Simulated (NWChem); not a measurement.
# C2H5O2, doublet; SMILES C([CH]O)O

```xyz
9

O      0.5006    -1.3741    -0.2259
C     -0.5977    -0.6878     0.2404
C     -0.5946     0.7465    -0.1616
O      0.6066     1.4146     0.1905
H      0.4671    -2.2896     0.1032
H     -1.5409    -1.2485     0.3781
H     -0.7856     0.8362    -1.2711
H     -1.4396     1.2659     0.3384
H      1.3242     0.8006    -0.0566
```
Atoms are numbered in this order, from 1.

Computed with NWChem. Spin-unrestricted. All runs use the structure optimised with PBE-D3(BJ)/def2-SVP, spin-unrestricted. No stability test was run on the SCF state. Fermi-contact couplings, non-relativistic, static geometry.

For level UHF/pcJ-1:

- A(iso) 17O atom 1 (MHz) = -32.5
- A(iso) 13C atom 2 (MHz) = 279
- A(iso) 13C atom 3 (MHz) = -66.6
- A(iso) 1H atom 6 (MHz) = -94.0
- A(iso) 1H atom 8 (MHz) = 19.9

**Question.** Estimate the same quantities for level BHandHLYP/pcJ-1.

**Answer.** The A(iso) 17O atom 1 (MHz) is -26.9 and the A(iso) 13C atom 2 (MHz) comes out as 206. The A(iso) 13C atom 3 (MHz) comes out as -37.1 and the A(iso) 1H atom 6 (MHz) comes out as -45.4. The A(iso) 1H atom 8 (MHz) comes out as 16.7.
